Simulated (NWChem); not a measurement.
Species: phosphorus nitride (PN); SMILES N#P

All runs: NWChem. Pople sets run with spherical d functions. Coordinates come from a PBE0/def2-SVP optimisation. B3LYP is NWChem's, with the RPA form of VWN correlation.

Problem. Taking B3LYP/aug-cc-pVTZ as the yardstick, which of these has the fewest basis functions while keeping “dipole (D)” within 0.05 D of it: B3LYP/6-311++G**; B3LYP/STO-3G; B3LYP/def2-SVPD; B3LYP/3-21G; B3LYP/def2-SVP; B3LYP/6-31+G*; B3LYP/6-31G*; B3LYP/def2-TZVP?

Solution. B3LYP/def2-SVPD.
| level | basis functions | dipole (D) |
|---|---|---|
| B3LYP/STO-3G | 14 | 1.95 |
| B3LYP/3-21G | 22 | 1.99 |
| B3LYP/6-31G* | 32 | 2.45 |
| B3LYP/def2-SVP | 32 | 2.52 |
| B3LYP/6-31+G* | 40 | 2.80 |
| B3LYP/def2-SVPD | 44 | 2.86 |
| B3LYP/6-311++G** | 52 | 2.87 |
| B3LYP/def2-TZVP | 68 | 2.88 |
| B3LYP/aug-cc-pVTZ | 96 | 2.87 |

The yardstick is one finite set, not the basis-set limit.
